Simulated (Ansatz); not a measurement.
Si21SbH28, a doped nanocrystal cut from the lattice of silicon (Sb on an inner site). Total charge 0; doublet. Geometry PBE-D4/def2-SVP; atoms count from 1.

Cartesian coordinates in Å:
```
Si -3.9236 -1.2359 -1.1661
Si -1.1210 -5.0828 1.6195
Si -4.1342 2.4265 -0.0169
Si -2.2340 1.5194 -3.2495
Si 0.0153 -0.9054 -1.2852
Si 1.5895 1.8564 -3.3897
Si -0.2933 2.7464 -0.1648
Si 3.8293 -0.5450 -1.4099
Si -1.8850 -0.0139 1.9657
Si 0.3482 -2.4047 4.0341
Si 1.9271 0.3323 1.8031
Si 2.2682 -3.3407 0.6690
Si 3.5291 3.1273 -0.3235
Si -4.0762 0.9972 -1.8843
Sb -1.8337 -1.9366 0.2192
Si 0.8264 -4.0470 2.4041
Si -2.1315 2.1930 1.1931
Si -0.2442 1.3059 -2.0190
Si 1.9973 -1.1153 -0.0467
Si 3.5967 1.6705 -2.1735
Si 1.7096 2.5544 1.0569
Si 0.1097 -0.2178 3.1932
H -5.1139 -1.5749 -0.3019
H -3.9471 -2.1593 -2.3599
H -1.2337 -5.2492 0.1256
H -2.4172 -4.5792 2.2016
H -5.3119 2.0694 0.8568
H -4.2978 3.8557 -0.4732
H -2.1926 0.5874 -4.4358
H -2.3577 2.9335 -3.7624
H 0.1116 -1.8094 -2.4939
H 1.6149 0.9284 -4.5797
H 1.4184 3.2682 -3.8972
H -0.4476 4.1633 -0.6702
H 3.8908 -1.4917 -2.5838
H 5.1070 -0.6890 -0.6190
H -3.0466 -0.3464 2.8753
H -0.9147 -2.8068 4.7596
H 1.4733 -2.3979 5.0420
H 3.2188 0.1819 2.5750
H 2.0893 -4.2566 -0.5194
H 3.6912 -3.4950 1.1536
H 3.3822 4.5521 -0.7995
H 4.8176 3.0200 0.4552
H -5.3584 1.1499 -2.6739
H 1.6119 -5.1080 3.1461
H -2.1461 3.1037 2.4016
H 4.7672 2.0368 -3.0582
H 1.6464 3.4768 2.2533
H 0.0748 0.7521 4.3538
```

In the def2 sets Sb takes a core potential; there is no spin–orbit coupling. Single mean-field runs in def2-SVP are fitted with def2-universal-jkfit.

Q: Estimate the Mulliken populations of the heavy atoms from the PBE0/def2-SVP orbitals of Ansatz.

A: 
| atom | charge (e) | spin (α − β) |
| --- | --- | --- |
| Si1 | 0.10 | 0.03 |
| Si2 | 0.06 | 0.93 |
| Si3 | 0.12 | 0.00 |
| Si4 | 0.16 | 0.00 |
| Si5 | 0.04 | 0.02 |
| Si6 | 0.16 | 0.00 |
| Si7 | -0.01 | 0.00 |
| Si8 | 0.16 | 0.00 |
| Si9 | -0.05 | 0.01 |
| Si10 | 0.14 | 0.01 |
| Si11 | 0.00 | 0.00 |
| Si12 | 0.18 | 0.02 |
| Si13 | 0.12 | 0.00 |
| Si14 | -0.12 | 0.01 |
| Sb15 | 0.02 | 0.00 |
| Si16 | -0.16 | -0.02 |
| Si17 | -0.03 | 0.00 |
| Si18 | -0.29 | 0.00 |
| Si19 | -0.31 | 0.00 |
| Si20 | -0.12 | 0.00 |
| Si21 | -0.03 | 0.00 |
| Si22 | -0.05 | 0.00 |
Mulliken values depend strongly on the basis.

Q: Where does the spin sit?

A: Summed by element: Si 1.01, Sb 0.00, H -0.01, of 1 unpaired in all. Largest on single atoms: Si2 0.93, Si1 0.03, Si16 -0.02.

Q: And the Mayer bond orders between heavy atoms (over 0.3)?

A: Si1–Si14 0.93 (2.35 Å); Si1–Sb15 0.94 (2.60 Å); Si2–Si16 0.95 (2.34 Å); Si3–Si14 0.94 (2.35 Å); Si3–Si17 0.94 (2.35 Å); Si4–Si14 0.94 (2.35 Å); Si4–Si18 0.93 (2.35 Å); Si5–Sb15 0.92 (2.60 Å); Si5–Si18 0.91 (2.34 Å); Si5–Si19 0.92 (2.35 Å); Si6–Si18 0.92 (2.35 Å); Si6–Si20 0.94 (2.35 Å); Si7–Si17 0.93 (2.35 Å); Si7–Si18 0.91 (2.35 Å); Si7–Si21 0.93 (2.35 Å); Si8–Si19 0.92 (2.35 Å); Si8–Si20 0.94 (2.36 Å); Si9–Sb15 0.92 (2.60 Å); Si9–Si17 0.92 (2.35 Å); Si9–Si22 0.93 (2.35 Å); Si10–Si16 0.93 (2.36 Å); Si10–Si22 0.94 (2.36 Å); Si11–Si19 0.91 (2.35 Å); Si11–Si21 0.93 (2.35 Å); Si11–Si22 0.93 (2.35 Å); Si12–Si16 0.93 (2.36 Å); Si12–Si19 0.92 (2.35 Å); Si13–Si20 0.94 (2.36 Å); Si13–Si21 0.94 (2.35 Å).
